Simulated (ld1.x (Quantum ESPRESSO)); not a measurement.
BP86 ultrasoft dataset for gallium, scalar-relativistic all-electron reference.

- Element: gallium
- Generator: ld1.x (Quantum ESPRESSO) 7.5
- Type: ultrasoft
- Functional: BP86
- Relativity: scalar-relativistic
- Frozen core: [Ne] 3s2
- Valence charge: 19
- Reference configuration: 3p6 3d10 4s1.75 4p1.25
- Partial waves: 4s (bound): rcut 1.60, rcutus 2.00 bohr; 4s channel at 0.1 Ry: rcut 1.60, rcutus 2.00 bohr; 3p (bound): rcut 0.95, rcutus 1.05 bohr; 4p (bound): rcut 0.95, rcutus 1.05 bohr; 3d (bound): rcut 0.65, rcutus 0.70 bohr; 3d channel at 1.25 Ry: rcut 0.65, rcutus 0.70 bohr; 4f channel at 0.2 Ry: rcut 1.55, rcutus 1.95 bohr
- Local potential: all-electron potential smoothed inside 1.05 bohr (lloc = -2)
- Core correction: Bessel-smoothed model core, default radius (core density twice the valence density)
- Augmentation charge: PSQ, radius 0.65 bohr

All-electron outer shells of the reference configuration (BP86, scalar-relativistic, ld1.x):

```tsv
shell	level (eV)	outermost node (bohr)	outermost maximum (bohr)
2p	-1099.76	–	0.15
3s	-148.72	0.27	0.56
3p	-99.46	0.24	0.56
3d	-19.77	–	0.53
4s	-9.40	0.81	1.87
4p	-2.93	0.87	2.50
```

Results:

| Item | Value |
| --- | --- |
| Largest excitation error | -57 meV (all-electron minus pseudo) for 3p6 3d9 4s0 4p0, out of 7 test configurations |
| Lowest eigenvalue of the overlap operator | -1.16 (f channel); it is negative, so in a basis up to 400 Ry S is not positive definite and the file is unfit for use |
| Density cutoff estimated by the generator | 1160 Ry |

The ghost test of this file was not conclusive. Its overlap operator is not positive definite in a basis up to 400 Ry (lowest eigenvalue f -1.16), so the file is unfit for use: the generalised eigenproblem breaks down once the basis is large enough, and its test numbers describe a broken file.

Generation and tests took about 2.1 s on one core of a shared server CPU.
